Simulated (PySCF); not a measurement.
C₂H₄BF₂N, SMILES C/N=C/B(F)F.

Geometry: B3LYP-D3(BJ)/def2-SVP. The structure was generated by enumeration; whether it is a known compound was not checked. One conformer was computed; it need not be the lowest.

Two levels are set side by side: TDDFT-PBE/def2-SVPD (PySCF) and TDDFT-ωB97X/def2-SVPD (PySCF). Vertical, same geometry. The lowest singlet is HOMO→LUMO 100 % with PBE and HOMO→LUMO 97 % with the other functional; states are paired by order. Differences are taken from unrounded values.

| quantity | TDDFT-ωB97X |
|---|---|
| lowest singlet excitation (eV) | 4.04 |
| lowest triplet excitation (TDA) (eV) | 3.24 |
| first bright state (f over 0.05) (eV) | 7.08 |
| its oscillator strength | 0.39 |

Problem. What does TDDFT-PBE give, and how far is it from TDDFT-ωB97X? (Estimate from the structure and the level; the computed values follow.)

Solution. 
```csv
quantity,TDDFT-PBE,TDDFT-PBE minus TDDFT-ωB97X
lowest singlet excitation (eV),3.51,-0.52
lowest triplet excitation (TDA) (eV),2.77,-0.48
first bright state (f over 0.05) (eV),6.06,-1.02
its oscillator strength,0.06,-0.33
```

Functionals without exact exchange tend to place singlet excitations lower, as here. Differences between two approximate levels are no errors against the true value.

Rough cost on one machine, each run with all the roots and properties that it gave: TDDFT-ωB97X against TDDFT-PBE about 7 times.
